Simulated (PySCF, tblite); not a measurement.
Write Cartesian coordinates for InChI=1S/C6H10N4Si/c1-5-6(4-7)9-10(8-5)11(2)3/h11H,1-3H3 as optimised with GFN2-xTB.

```
atom  x, y, z in Å
C1    -3.0101    1.3344    0.6453
C2    -1.8562    0.5385    0.1675
N3    -0.5968    0.9184    0.2520
N4     0.1246   -0.0709   -0.2543
Si5    1.8964   -0.0140   -0.4427
C6     2.4965   -1.7690   -0.0612
C7     2.4622    1.3073    0.7880
N8    -0.5927   -1.0845   -0.6767
C9    -1.8564   -0.7525   -0.4324
C10   -2.9687   -1.5486   -0.7372
N11   -3.9147   -2.1527   -0.9722
H12   -2.7851    2.3955    0.5730
H13   -3.8972    1.0999    0.0605
H14   -3.2158    1.0982    1.6898
H15    2.1170    0.3735   -1.8413
H16    2.0170   -2.4932   -0.7133
H17    2.2700   -2.0529    0.9637
H18    3.5699   -1.8553   -0.1974
H19    2.3111    0.9861    1.8154
H20    3.5167    1.5309    0.6636
H21    1.9033    2.2279    0.6504
```

Orientation and origin are arbitrary. Atoms count from 1 in this order. The 3 C–N bonds span 1.147 Å (C10≡N11, drawn triple) to 1.329 Å (N8–C9, aromatic), a spread of 0.182 Å. Si5 (SiH silicon) is distorted tetrahedral (angles from 104.5° to 114.9°). N4 (pyrrole-type nitrogen) is planar (angles 123.9°, 122.3° and 113.7°, sum 359.9°, 0.03 Å off the plane of its three neighbours). The 5-membered ring C2–N3–N4–N8–C9 has internal angles of 105.5° to 113.7°; it is planar, 0.00 Å rms from its mean plane, widest ring torsion 0°.

Bonds between heavy atoms (Å): C1–C2 1.481, C2–N3 1.318, N3–N4 1.325, N4–Si5 1.783, Si5–C6 1.894, Si5–C7 1.892, N4–N8 1.312, N8–C9 1.329, C9–C10 1.401, C10≡N11 1.147, C2–C9 1.424.

Computed geometry: GFN2-xTB, gas phase.

Point group: C1 (no symmetry element, even within 0.4 Å). Its lowest GFN2-xTB frequency is 11 cm⁻¹, too small to tell a flat minimum from a shallow saddle. The numbers are those of one conformer (N3–N4–Si5–C6 143°). 2 starts were optimised and ended at 0.00 and 0.03 kcal/mol (GFN2-xTB); the lowest of these is shown.
